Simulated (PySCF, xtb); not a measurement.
SnI3, SMILES [I][Sn+]([I])[I], charge +1.

Harmonic wavenumbers (cm⁻¹) from GFN2-xTB in xtb at its own minimum, in rising order: 41, 41, 47, 131, 227, 227.

**Question.** What does PBE-D3(BJ)/def2-SVP run with PySCF give at its own minimum? (An estimate is asked for; the answer gives what the named calculation found.)

**Answer.** 49, 49, 58, 153, 246, 246. Paired by order, the mean absolute difference is 15 cm⁻¹ and the zero-point energies are 1.0 and 1.1 kcal/mol.
